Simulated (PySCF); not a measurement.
In(H)(OH)2(OMe2), C2H9InO3, singlet, GFN2-xTB optimised geometry.

```
15

In    -0.37     0.21     0.00
H     -1.30     1.60     0.00
O      1.58     0.21     0.00
H      1.88    -0.46    -0.61
O     -0.98    -1.54    -0.62
H     -1.88    -1.60    -0.92
C      0.20     1.01     3.04
O     -0.43    -0.08     2.41
C      0.16    -1.32     2.74
H      1.25     1.08     2.75
H     -0.32     1.91     2.72
H      0.13     0.90     4.13
H      0.02    -1.53     3.81
H      1.23    -1.32     2.51
H     -0.33    -2.08     2.14
```

Density from PySCF with PBE0/def2-TZVP, def2 effective core potentials past Kr at that geometry. The core electrons that the potentials of In replace are not part of the density.

Minimum of the electron density along straight lines between bonded atoms, close to the bond critical point (lines longer than 1.1 times the sum of covalent radii, or with two minima, are not listed):

```tsv
bond	length / Å	ρ at the minimum / e bohr⁻³	∇²ρ there / e bohr⁻⁵	position (fraction from the first atom)
In1–H2	1.669	0.115	0.12	0.65
In1–O3	1.952	0.124	0.58	0.52
O3–H4	0.957	0.364	-2.43	0.80
In1–O5	1.958	0.121	0.57	0.52
O5–H6	0.954	0.366	-2.46	0.80
C7–O8	1.413	0.258	-0.49	0.35
O8–C9	1.414	0.256	-0.48	0.65
C7–H10	1.094	0.284	-1.00	0.65
C7–H11	1.089	0.287	-1.02	0.65
C7–H12	1.096	0.282	-0.99	0.65
C9–H13	1.096	0.281	-0.98	0.65
C9–H14	1.095	0.283	-1.00	0.65
C9–H15	1.090	0.287	-1.03	0.65
```
